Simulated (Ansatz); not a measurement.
A first, cheap relaxation of C₃H₅FSi (`C#CC[SiH2]F`).

```yaml
crystal:
  periodic: [false, false, false]
  atoms:
    - {symbol: C, position_ang: [-1.132600, 1.104900, 1.830200]}
    - {symbol: C, position_ang: [-0.457100, 0.429700, 1.185900]}
    - {symbol: C, position_ang: [0.413800, -0.453100, 0.416100]}
    - {symbol: Si, position_ang: [0.373800, -0.297500, -1.426600]}
    - {symbol: F, position_ang: [1.341900, -1.340900, -2.108600]}
    - {symbol: H, position_ang: [-1.825600, 1.800800, 2.381200]}
    - {symbol: H, position_ang: [0.276100, -1.491200, 0.722500]}
    - {symbol: H, position_ang: [1.520900, -0.226400, 0.712900]}
    - {symbol: H, position_ang: [-1.063900, -0.643300, -1.846800]}
    - {symbol: H, position_ang: [0.635800, 1.065800, -1.864000]}
basis:
  gaussian: {orbitals: def2-SVP}
hamiltonian: {xc: pbe, dispersion: d4}
relax: {f_tol: 0.03, max_steps: 200}
```

```sh
$ ansatz run in.yaml --threads 4 --pin off --events-out ev --progress --plain
```

It prints (some lines left out):

```
Functional definition: PBE
mean field -13767.95849919 eV, -505.9631425876 hartree, gradient 5.2e-5 eV, S^2 0.000000; 0 other end points of the search recorded, 0 dependent functions left out
relax step   1: F+E_penalty+E_count = -13768.14991579 eV  Δ(F+E_penalty+E_count) = +0.000e0 eV  max|allowed force component| = 6.245e0 eV/Å  Δτ_max = 0.0000 Å  (26 SCF iters, accepted)
mean field -13768.48713792 eV, -505.9825697029 hartree, gradient 1.7e-5 eV, S^2 0.000000; 0 other end points of the search recorded, 0 dependent functions left out
relax step   2: F+E_penalty+E_count = -13768.67747797 eV  Δ(F+E_penalty+E_count) = -5.276e-1 eV  max|allowed force component| = 1.101e0 eV/Å  Δτ_max = 0.0755 Å  (29 SCF iters, accepted)
mean field -13768.53191039 eV, -505.9842150606 hartree, gradient 1.1e-5 eV, S^2 0.000000; 0 other end points of the search recorded, 0 dependent functions left out
relax step   3: F+E_penalty+E_count = -13768.72250725 eV  Δ(F+E_penalty+E_count) = -4.503e-2 eV  max|allowed force component| = 4.199e-1 eV/Å  Δτ_max = 0.0491 Å  (30 SCF iters, accepted)
mean field -13768.54006145 eV, -505.9845146066 hartree, gradient 1.1e-5 eV, S^2 0.000000; 0 other end points of the search recorded, 0 dependent functions left out
relax step   4: F+E_penalty+E_count = -13768.73099508 eV  Δ(F+E_penalty+E_count) = -8.488e-3 eV  max|allowed force component| = 2.202e-1 eV/Å  Δτ_max = 0.0345 Å  (30 SCF iters, accepted)
mean field -13768.52325168 eV, -505.9838968590 hartree, gradient 1.2e-5 eV, S^2 0.000000; 0 other end points of the search recorded, 0 dependent functions left out
relax step   5: F+E_penalty+E_count = -13768.71607227 eV  Δ(F+E_penalty+E_count) = +1.492e-2 eV  max|allowed force component| = 5.319e-1 eV/Å  Δτ_max = 0.1745 Å  (35 SCF iters, rejected (line search))
mean field -13768.54638318 eV, -505.9847469258 hartree, gradient 2.5e-5 eV, S^2 0.000000; 0 other end points of the search recorded, 0 dependent functions left out
relax step   6: F+E_penalty+E_count = -13768.73842748 eV  Δ(F+E_penalty+E_count) = -7.432e-3 eV  max|allowed force component| = 1.552e-1 eV/Å  Δτ_max = 0.0851 Å  (28 SCF iters, accepted)
mean field -13768.54699568 eV, -505.9847694350 hartree, gradient 1.1e-5 eV, S^2 0.000000; 0 other end points of the search recorded, 0 dependent functions left out
relax step   7: F+E_penalty+E_count = -13768.73958643 eV  Δ(F+E_penalty+E_count) = -1.159e-3 eV  max|allowed force component| = 1.172e-1 eV/Å  Δτ_max = 0.0287 Å  (30 SCF iters, accepted)
mean field -13768.54740449 eV, -505.9847844583 hartree, gradient 1.1e-5 eV, S^2 0.000000; 0 other end points of the search recorded, 0 dependent functions left out
relax step   8: F+E_penalty+E_count = -13768.74008095 eV  Δ(F+E_penalty+E_count) = -4.945e-4 eV  max|allowed force component| = 1.113e-2 eV/Å  Δτ_max = 0.0033 Å  (33 SCF iters, accepted)
mean field -13768.54740449 eV, -505.9847844583 hartree, gradient 1.1e-5 eV, S^2 0.000000; 1 other end points of the search recorded, 0 dependent functions left out
Total energy: -13768.74011527 eV, -505.9918664488 hartree
Atom 0 at    -1.172098     1.154596     1.698894 Å, force     0.005759    -0.005985    -0.003883 eV/Å
Atom 1 at    -0.377834     0.373106     1.191830 Å, force    -0.011130     0.010660     0.006845 eV/Å
Atom 2 at     0.529741    -0.519342     0.490965 Å, force     0.005602    -0.004748    -0.007916 eV/Å
Atom 3 at     0.273684    -0.264564    -1.373753 Å, force     0.001690    -0.001265     0.000145 eV/Å
Atom 4 at     1.294421    -1.264861    -2.184604 Å, force     0.000914    -0.001486     0.003059 eV/Å
Atom 5 at    -1.864163     1.835487     2.173699 Å, force     0.000605    -0.000696    -0.000185 eV/Å
Atom 6 at     0.336719    -1.584081     0.746655 Å, force    -0.001593    -0.001071     0.000266 eV/Å
Atom 7 at     1.590896    -0.309653     0.748456 Å, force     0.001203     0.001248    -0.000203 eV/Å
Atom 8 at    -1.133367    -0.621459    -1.746381 Å, force    -0.003002     0.000051     0.000984 eV/Å
Atom 9 at     0.605101     1.149571    -1.742962 Å, force    -0.000048     0.003292     0.000889 eV/Å
Dipole moment:    -0.067852     0.066082     0.154917 e Å
```

It took 8 s on 4 threads of a server CPU on a shared host, with 0.14 GiB of host memory at the peak.
